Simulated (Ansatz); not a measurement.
NP (SMILES N#P): geometry of the low-spin state from B3LYP-D3(BJ)/def2-TZVP.
(charge 0, multiplicity 1):
```xyz
2

N      0.000     0.000    -1.011
P      0.000     0.000     0.472
```
The high-spin state stands at its own minimum; R- takes a restricted low-spin state.

Codes used: Ansatz (Gaussian orbitals). Values without a source in brackets are computed.

The gap E(multiplicity 1) − E(multiplicity 3) (kcal/mol) and the share of exact exchange:

```
functional           exact exchange (%)   value
-------------------  ------------------  ------
R-PBE/def2-TZVPP                      0  -77.45
R-PBE0/def2-TZVPP                    25  -72.87
R-B3LYP/def2-TZVPP                   20  -75.33
R-BHLYP/def2-TZVPP                   50  -68.85
R-r2SCAN/def2-TZVPP                   0  -72.83
```

**Question.** Take the value as linear in the share of exact exchange along PBE and PBE0. Give the slope, say whether the sign turns, and set the other functionals against that line.

**Answer.** 
Slope: (-72.87 − (-77.45))/2.5 = 1.83 kcal/mol for each 10 %. The line keeps its sign from 0 to 100 %. At 50 % it gives -68.3 kcal/mol. From B3LYP to BHLYP the slope is (-68.85 − (-75.33))/3 = 2.16 for each 10 %. BHLYP, at 50 %, lies -0.6 from the PBE line. B3LYP, at 20 %, lies -1.5 from the PBE line. r2SCAN, with none, stands 4.6 from PBE.

Ansatz is a program for electronic structure.
